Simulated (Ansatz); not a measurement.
Spectroscopic constants of LiBe-, multiplicity 3 (an upper state: multiplicity 1 came lower at CCSD(T)/def2-TZVPP on PBE0 minima).

Constants: fifth-degree fit in 1/R to seven points, most abundant isotopes. In def2 and cc sets the state is the lowest found near the PBE0 minimum, followed along R.

Correlated levels freeze the inner cores; with def2 sets outer-core shells near the valence are correlated too.

The values were computed with Ansatz (an electronic-structure program) with Gaussian orbitals. 

```json
[
 {"level": "wB97X-V/def2-TZVPP", "r_e (Å)": "2.666", "ω_e (cm⁻¹)": "316", "ω_e x_e (cm⁻¹)": "4.5"},
 {"level": "CCSD/def2-TZVPP", "r_e (Å)": "2.688", "ω_e (cm⁻¹)": "(withheld)", "ω_e x_e (cm⁻¹)": "4.7"},
 {"level": "CCSD(T)/def2-TZVPP", "r_e (Å)": "(withheld)", "ω_e (cm⁻¹)": "(withheld)", "ω_e x_e (cm⁻¹)": "4.6"}
]
```

**Question.** Some entries are withheld; supply them.

**Answer.** 
- CCSD(T)/def2-TZVPP, r_e (Å): 2.685
- CCSD(T)/def2-TZVPP, ω_e (cm⁻¹): 300
- CCSD/def2-TZVPP, ω_e (cm⁻¹): 299
